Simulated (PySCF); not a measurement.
Isomers of C6H13BO2.

All values: wB97X-D/def2-SVPD (PySCF) at PBE0-D3(BJ)/def2-SVP geometries, gas phase, one conformer each. Core orbitals are frozen in the response; Δα² is half the sum of the squared differences of the principal polarisabilities.

(1) Rank by HOMO–LUMO gap, highest first.
A. `[CH3:1][CH2:2]/[CH:3]=[CH:4]/[B:5]([O:6][CH3:7])[O:8][CH3:9]` with C1–C2–C3–C4 -124°, C3–C4–B5–O6 -1°, C4–B5–O6–C7 180°, C4–B5–O8–C9 -1°
B. `[CH3:1][CH2:2][CH2:3][C@@H:4]1[CH2:5][CH2:6][O:7][BH:8][O:9]1` with C1–C2–C3–C4 -178°, C2–C3–C4–C5 -178°, C3–C4–C5–C6 -173°, C4–C5–C6–O7 53°, C5–C6–O7–B8 -27°, C6–O7–B8–O9 -1°
C. `CC(C)(C)[C@H]1COBO1`
D. `[CH2:1]=[C:2]([CH2:3][CH3:4])[B:5]([O:6][CH3:7])[O:8][CH3:9]` with C1–C2–C3–C4 121°, C1–C2–B5–O6 142°, C2–B5–O6–C7 180°, C2–B5–O8–C9 -5°
E. `[CH3:1]/[CH:2]=[CH:3]\[CH2:4][B:5]([O:6][CH3:7])[O:8][CH3:9]` with C2–C3–C4–B5 104°, C3–C4–B5–O6 3°, C4–B5–O6–C7 179°, C4–B5–O8–C9 1°

(2) Rank by dipole moment, lowest first.
A. `[CH3:1]/[CH:2]=[CH:3]\[CH2:4][B:5]([O:6][CH3:7])[O:8][CH3:9]` with C2–C3–C4–B5 104°, C3–C4–B5–O6 3°, C4–B5–O6–C7 179°, C4–B5–O8–C9 1°
B. `[CH2:1]=[C:2]([CH2:3][CH3:4])[B:5]([O:6][CH3:7])[O:8][CH3:9]` with C1–C2–C3–C4 121°, C1–C2–B5–O6 142°, C2–B5–O6–C7 180°, C2–B5–O8–C9 -5°
C. `[CH3:1]/[CH:2]=[CH:3]/[CH2:4][B:5]([O:6][CH3:7])[O:8][CH3:9]` with C2–C3–C4–B5 126°, C3–C4–B5–O6 11°, C4–B5–O6–C7 179°, C4–B5–O8–C9 3°
D. `[CH3:1][CH2:2]/[CH:3]=[CH:4]\[B:5]([O:6][CH3:7])[O:8][CH3:9]` with C1–C2–C3–C4 107°, C3–C4–B5–O6 -17°, C4–B5–O6–C7 180°, C4–B5–O8–C9 -2°
E. `[CH3:1][CH2:2]/[CH:3]=[CH:4]/[B:5]([O:6][CH3:7])[O:8][CH3:9]` with C1–C2–C3–C4 -124°, C3–C4–B5–O6 -1°, C4–B5–O6–C7 180°, C4–B5–O8–C9 -1°
F. `CC(C)(C)[C@H]1COBO1`

(3) Rank by HOMO energy, highest first.
A. `[CH3:1][CH2:2][CH2:3][C@@H:4]1[CH2:5][CH2:6][O:7][BH:8][O:9]1` with C1–C2–C3–C4 -178°, C2–C3–C4–C5 -178°, C3–C4–C5–C6 -173°, C4–C5–C6–O7 53°, C5–C6–O7–B8 -27°, C6–O7–B8–O9 -1°
B. `CC(C)(C)B1OCCO1`
C. `[CH3:1][O:2][BH:3][C:4]1([O:5][CH3:6])[CH2:7][CH2:8][CH2:9]1` with C1–O2–B3–C4 174°, O2–B3–C4–O5 160°, B3–C4–O5–C6 -67°, B3–C4–C7–C8 -91°, C4–C7–C8–C9 -18°, C7–C8–C9–C4 18°, B3–C4–C9–C8 99°
D. `[CH3:1][CH2:2]/[CH:3]=[CH:4]\[B:5]([O:6][CH3:7])[O:8][CH3:9]` with C1–C2–C3–C4 107°, C3–C4–B5–O6 -17°, C4–B5–O6–C7 180°, C4–B5–O8–C9 -2°
E. `[CH2:1]=[C:2]([CH3:3])[CH2:4][O:5][B:6]([CH3:7])[O:8][CH3:9]` with C1–C2–C4–O5 0°, C2–C4–O5–B6 -135°, C4–O5–B6–C7 179°, O5–B6–O8–C9 179°
F. `[CH3:1]/[CH:2]=[CH:3]\[CH2:4][B:5]([O:6][CH3:7])[O:8][CH3:9]` with C2–C3–C4–B5 104°, C3–C4–B5–O6 3°, C4–B5–O6–C7 179°, C4–B5–O8–C9 1°

Answers

(1) B (12.18 eV), C (11.85 eV), D (10.61 eV), A (10.34 eV), E (10.22 eV).

(2) D (0.84 D), E (1.03 D), B (1.19 D), C (1.49 D), A (1.70 D), F (2.34 D).

(3) F (-8.38 eV), C (-8.69 eV), E (-8.82 eV), D (-9.13 eV), B (-9.93 eV), A (-10.23 eV).

All values together:

```csv
SMILES,μ (D),HOMO (eV),LUMO (eV),α (Å³),Δα (Å³),ΔSCF removal energy (eV)
CC(C)(C)[C@H]1COBO1,2.34,-9.90,1.94,13.10,2.26,10.08
COBC1(OC)CCC1,2.14,-8.69,1.66,13.68,2.14,8.78
C/C=C\CB(OC)OC,1.70,-8.38,1.84,14.16,3.50,8.56
C/C=C/CB(OC)OC,1.49,-8.43,1.89,14.40,5.41,8.61
CC/C=C/B(OC)OC,1.03,-9.11,1.24,14.61,6.27,9.22
CCC[C@@H]1CCOBO1,2.92,-10.23,1.95,13.41,3.64,10.41
C=C(C)COB(C)OC,1.73,-8.82,1.83,14.17,4.30,9.04
C=C(CC)B(OC)OC,1.19,-9.18,1.43,14.12,3.67,9.31
CC/C=C\B(OC)OC,0.84,-9.13,1.20,14.46,5.90,9.25
CC(C)(C)B1OCCO1,2.00,-9.93,1.79,13.28,2.68,10.14
```

Conformers: `[CH3:1][O:2][BH:3][C:4]1([O:5][CH3:6])[CH2:7][CH2:8][CH2:9]1` with C1–O2–B3–C4 174°, O2–B3–C4–O5 160°, B3–C4–O5–C6 -67°, B3–C4–C7–C8 -91°, C4–C7–C8–C9 -18°, C7–C8–C9–C4 18°, B3–C4–C9–C8 99°; `[CH3:1]/[CH:2]=[CH:3]\[CH2:4][B:5]([O:6][CH3:7])[O:8][CH3:9]` with C2–C3–C4–B5 104°, C3–C4–B5–O6 3°, C4–B5–O6–C7 179°, C4–B5–O8–C9 1°; `[CH3:1]/[CH:2]=[CH:3]/[CH2:4][B:5]([O:6][CH3:7])[O:8][CH3:9]` with C2–C3–C4–B5 126°, C3–C4–B5–O6 11°, C4–B5–O6–C7 179°, C4–B5–O8–C9 3°; `[CH3:1][CH2:2]/[CH:3]=[CH:4]/[B:5]([O:6][CH3:7])[O:8][CH3:9]` with C1–C2–C3–C4 -124°, C3–C4–B5–O6 -1°, C4–B5–O6–C7 180°, C4–B5–O8–C9 -1°; `[CH3:1][CH2:2][CH2:3][C@@H:4]1[CH2:5][CH2:6][O:7][BH:8][O:9]1` with C1–C2–C3–C4 -178°, C2–C3–C4–C5 -178°, C3–C4–C5–C6 -173°, C4–C5–C6–O7 53°, C5–C6–O7–B8 -27°, C6–O7–B8–O9 -1°; `[CH2:1]=[C:2]([CH3:3])[CH2:4][O:5][B:6]([CH3:7])[O:8][CH3:9]` with C1–C2–C4–O5 0°, C2–C4–O5–B6 -135°, C4–O5–B6–C7 179°, O5–B6–O8–C9 179°; `[CH2:1]=[C:2]([CH2:3][CH3:4])[B:5]([O:6][CH3:7])[O:8][CH3:9]` with C1–C2–C3–C4 121°, C1–C2–B5–O6 142°, C2–B5–O6–C7 180°, C2–B5–O8–C9 -5°; `[CH3:1][CH2:2]/[CH:3]=[CH:4]\[B:5]([O:6][CH3:7])[O:8][CH3:9]` with C1–C2–C3–C4 107°, C3–C4–B5–O6 -17°, C4–B5–O6–C7 180°, C4–B5–O8–C9 -2°.

By how much does the ΔSCF value exceed −ε(HOMO) over the species that have both?

By 0.09 to 0.21 eV, 0.16 eV on average, over 10 species.
